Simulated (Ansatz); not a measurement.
One change: `[F][Al]([F])[Cl]` becomes `[F][Al]([Cl])[Cl]`.

Ansatz, PBE0-D4/def2-TZVP geometries, multiplicity 1. 

| property | `[F][Al]([F])[Cl]` |
| --- | --- |
| ideal-gas entropy at 298 K and 1 bar (rigid rotor, harmonic PBE0-D4/def2-TZVP) / J/(mol·K) | 299 |
| LUMO energy (PBE/def2-TZVPP) / eV | -2.27 |
| HOMO energy (B3LYP/def2-TZVPP) / eV | -9.65 |
| LUMO energy (ωB97M-V/def2-TZVPP) / eV | 0.29 |
| LUMO energy (B3LYP/def2-TZVPP) / eV | -1.73 |
| size of the dipole moment (PBE/def2-TZVPP) / D | 0.47 |

**Question.** Give the same properties after the change, and the shifts. (Best estimate.)

**Answer.** Computed: 
| property | `[F][Al]([Cl])[Cl]` | shift |
| --- | --- | --- |
| ideal-gas entropy at 298 K and 1 bar (rigid rotor, harmonic PBE0-D4/def2-TZVP) / J/(mol·K) | 311 | 12 |
| LUMO energy (PBE/def2-TZVPP) / eV | -2.17 | 0.10 |
| HOMO energy (B3LYP/def2-TZVPP) / eV | -9.33 | 0.32 |
| LUMO energy (ωB97M-V/def2-TZVPP) / eV | 0.41 | 0.12 |
| LUMO energy (B3LYP/def2-TZVPP) / eV | -1.61 | 0.12 |
| size of the dipole moment (PBE/def2-TZVPP) / D | 0.45 | -0.02 |

With PBE0 the HOMO rises by 0.33 eV and the LUMO rises by 0.08 eV, so the gap narrows by about 0.25 eV. PBE moves the HOMO by 0.28 eV and ωB97M-V by 0.36 eV. Dipoles are sizes alone; their direction can turn.

B3LYP here is the variant with VWN-RPA as its local correlation; programs differ in this.
